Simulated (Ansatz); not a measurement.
BiH3 (SMILES [BiH3]) moved off its minimum; all values from Ansatz (an electronic-structure program), cores frozen in correlated methods. Elements past Kr take the def2 small-core potentials, without spin–orbit coupling.
(charge 0, multiplicity 1)
```xyz
4

Bi     0.08392    -0.07127     0.00061
H     -1.42527    -0.21814    -1.02866
H      0.96841    -1.07241    -1.02503
H      0.42082     1.40724    -0.86371
```

Problem. Give the forces (eV/Å), the total energy and the dipole at CCSD(T)/def2-TZVPPD.

Solution. 
```
atom      Fx      Fy      Fz
----  ------  ------  ------
Bi1   -1.559   0.469   1.347
H2     0.300  -0.105   0.238
H3     0.916  -0.898  -1.188
H4     0.342   0.535  -0.397
```
Energy -215.4249 hartree, dipole 0.92 D.
